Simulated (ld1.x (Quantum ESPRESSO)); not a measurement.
B (Z = 5): excitation energies, all-electron against ultrasoft

| Property | Result |
| --- | --- |
| Element | B (Z = 5) |
| Generator | ld1.x (Quantum ESPRESSO) 7.5 |
| Type | ultrasoft |
| Functional | LDA (PZ) |
| Relativity | non-relativistic |
| Frozen core | none |
| Valence charge | 5 |
| Reference configuration | 1s2 2s2 2p1 |
| Partial waves | 1s (bound): rcut 0.50, rcutus 0.55 bohr; 2s (bound): rcut 0.50, rcutus 0.55 bohr; 2p (bound): rcut 2.85, rcutus 3.95 bohr; 2p channel at 0.75 Ry: rcut 2.85, rcutus 3.95 bohr; 3d channel at 0.45 Ry: rcut 2.90, rcutus 3.50 bohr |
| Local potential | all-electron potential smoothed inside 1.65 bohr (lloc = -2) |
| Core correction | none |
| Augmentation charge | PSQ, radius 0.35 bohr |

Energies are relative to the spin-unpolarised reference configuration 1s2 2s2 2p1; without spin polarisation the order of configurations can differ from experiment. Spin-polarised rows fill each open shell by Hund’s rule, majority spin first.

```tsv
valence configuration	charge	ΔE all-electron (eV)	error AE − PS (meV)
1s2 2s2 2p0	+1	8.329	+15
1s2 2s1 2p0	+2	33.626	-10.0
1s2 2s0 2p0	+3	70.793	-38
1s2 2s2 2p1.3	-0.3	-0.773	+0.5
1s2 2s1 2p2	0	5.680	+29
1s2 2s2 2p1 (spin-polarised)	0	-0.235	+96
1s2 2s1 2p0 (spin-polarised)	+2	32.898	-8.9
```

What are ΔE and the potential's error for 1s2 2s0 2p3?

ΔE = 11.388 eV all-electron; the error (AE − PS) is +118 meV.

What are ΔE and the potential's error for 1s1 2s2 2p1?

ΔE = 204.796 eV all-electron; the error (AE − PS) is +428 meV.
